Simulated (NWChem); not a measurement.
# How basis sets differ on C2H5AlCl2O (SMILES CC[O][Al]([Cl])[Cl])

C2H5AlCl2O has 11 atoms, charge 0, and is taken as a singlet. As SMILES, `CC[O][Al]([Cl])[Cl]`. The coordinates come from a PBE0-D4/def2-TZVP relaxation. This is one conformer, not always the lowest.

```xyz
11

C     0.0049   -1.3950    0.8794
C     0.8119   -0.3068    0.2114
O     0.0972    0.9070    0.1891
Al   -0.6969    1.7943   -0.9747
Cl   -0.7251    1.1643   -2.9578
Cl   -1.6592    3.5463   -0.4311
H     0.5871   -2.3180    0.9399
H    -0.9074   -1.6049    0.3152
H    -0.2770   -1.0963    1.8909
H     1.7420   -0.1355    0.7639
H     1.0880   -0.6125   -0.8056
```

Each level gives the dipole moment (D). The values are calculated.

```tsv
level	kind	program	value (D)	CPU time
HF/STO-3G	Hartree–Fock	NWChem	2.97	5 s
HF/3-21G	Hartree–Fock	NWChem	3.18	6.6 s
HF/6-31G	Hartree–Fock	NWChem	2.95	22 s
HF/def2-SVP	Hartree–Fock	NWChem	2.06	27 s
```

The values span 2.06 to 3.18 D. Magnitudes only. Sets without polarisation functions give poor dipoles. CPU times are rough (shared hosts, several kinds of processor and program).
